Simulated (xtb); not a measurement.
C6H6, charge +1, doublet, geometry from GFN2-xTB (a state made from the parent by changing its charge; the spin is typed, not shown lowest); xtb with GFN1-xTB.

Input for xtb:
```
$ xtb mol.xyz --gfn 1 --chrg 1 --uhf 1 --acc 0.1 --json

# file mol.xyz
12

C     -0.76596115     1.13457554     0.04321457
C     -1.36282008    -0.12550981    -0.05286156
C     -0.61165995    -1.29037458     0.00180888
C      0.76596115    -1.13457554    -0.04321457
C      1.36282008     0.12550981     0.05286156
C      0.61165995     1.29037458    -0.00180888
H     -1.38048513     2.00817218     0.23976822
H     -2.42662031    -0.20356231    -0.25702087
H     -1.07254586    -2.26329428    -0.06190391
H      1.38048513    -2.00817218    -0.23976822
H      2.42662031     0.20356231     0.25702087
H      1.07254586     2.26329428     0.06190391
```

What the program printed (banner, timings and long lists left out):

```
   ID    Z sym.   atoms
    1    6 C      1-6
    2    1 H      7-12

           -------------------------------------------------
          |                Calculation Setup                |
           -------------------------------------------------

           -------------------------------------------------
          |                 G F N 1 - x T B                 |
           -------------------------------------------------

          ...................................................
          :                      SETUP                      :
          :.................................................:
          :  # basis functions                  36          :
          :  # atomic orbitals                  36          :
          :  # shells                           24          :
          :  # electrons                        29          :
          :  # halogen bonds                     0          :
          :  max. iterations                   250          :
          :  Hamiltonian                  GFN1-xTB          :
          :  restarted?                      false          :
          :  GBSA solvation                  false          :
          :  PC potential                    false          :
          :  electronic temp.          300.0000000     K    :
          :  accuracy                    0.1000000          :
          :  -> integral cutoff          0.3500000E+02      :
          :  -> integral neglect         0.1000000E-08      :
          :  -> SCF convergence          0.1000000E-06 Eh   :
          :  -> wf. convergence          0.2000000E-05 e    :
          :  Broyden damping             0.4000000          :
          :  net charge                          1          :
          :  unpaired electrons                  1          :
          ...................................................

 iter      E             dE          RMSdq      gap      omega  full diag
   1    -15.6071193 -0.156071E+02  0.887E+00    4.34       0.0  T
   2    -15.6328130 -0.256937E-01  0.533E+00    4.26       1.0  T
   3    -15.6329389 -0.125939E-03  0.507E-01    4.24       1.0  T
   4    -15.6338916 -0.952738E-03  0.712E-02    4.24       1.0  T
   5    -15.6339375 -0.458819E-04  0.648E-03    4.25       4.5  T
   6    -15.6339376 -0.118517E-06  0.143E-03    4.25      20.2  T
   7    -15.6339377 -0.206789E-07  0.165E-04    4.25     174.5  T
   8    -15.6339377 -0.151310E-10  0.228E-05    4.25    1267.0  T
[...]
         :: total energy             -15.343494963476 Eh    ::
[...]
             Fermi-level           -0.6189368 Eh          -16.8421 eV

  Mulliken/CM5 charges         n(s)   n(p)   n(d)
     1C     0.06836  0.01288   1.098  2.834  0.000
     2C     0.06836  0.01288   1.098  2.834  0.000
     3C     0.01711 -0.03968   1.074  2.909  0.000
     4C     0.06836  0.01288   1.098  2.834  0.000
     5C     0.06836  0.01288   1.098  2.834  0.000
     6C     0.01711 -0.03968   1.074  2.909  0.000
     7H     0.12057  0.17629   0.879  0.000  0.000
     8H     0.12057  0.17629   0.879  0.000  0.000
     9H     0.10502  0.16134   0.895  0.000  0.000
    10H     0.12057  0.17629   0.879  0.000  0.000
    11H     0.12057  0.17629   0.879  0.000  0.000
    12H     0.10502  0.16134   0.895  0.000  0.000

Wiberg/Mayer (AO) data.
largest (>0.10) Wiberg bond orders for each atom

 ---------------------------------------------------------------------------
     #   Z sym  total        # sym  WBO       # sym  WBO       # sym  WBO
 ---------------------------------------------------------------------------
     1   6 C    3.908 --     6 C    1.426     2 C    1.307     7 H    0.936
     2   6 C    3.908 --     3 C    1.426     1 C    1.307     8 H    0.936
     3   6 C    3.975 --     2 C    1.426     4 C    1.426     9 H    0.962
                             6 C    0.112
     4   6 C    3.908 --     3 C    1.426     5 C    1.307    10 H    0.936
     5   6 C    3.908 --     6 C    1.426     4 C    1.307    11 H    0.936
     6   6 C    3.975 --     5 C    1.426     1 C    1.426    12 H    0.962
                             3 C    0.112
     7   1 H    0.986 --     1 C    0.936
     8   1 H    0.986 --     2 C    0.936
     9   1 H    0.988 --     3 C    0.962
    10   1 H    0.986 --     4 C    0.936
    11   1 H    0.986 --     5 C    0.936
    12   1 H    0.988 --     6 C    0.962
 ---------------------------------------------------------------------------

Topologies differ in total number of bonds
Writing topology from bond orders to xtbtopo.mol

 dipole moment from electron density (au)
     X       Y       Z
   0.0000   0.0000  -0.0000  total (Debye):    0.000

           -------------------------------------------------
          | TOTAL ENERGY              -15.343494963476 Eh   |
          | GRADIENT NORM               0.024457282342 Eh/α |
          | HOMO-LUMO GAP               4.249122559679 eV   |
           -------------------------------------------------

normal termination of xtb
```
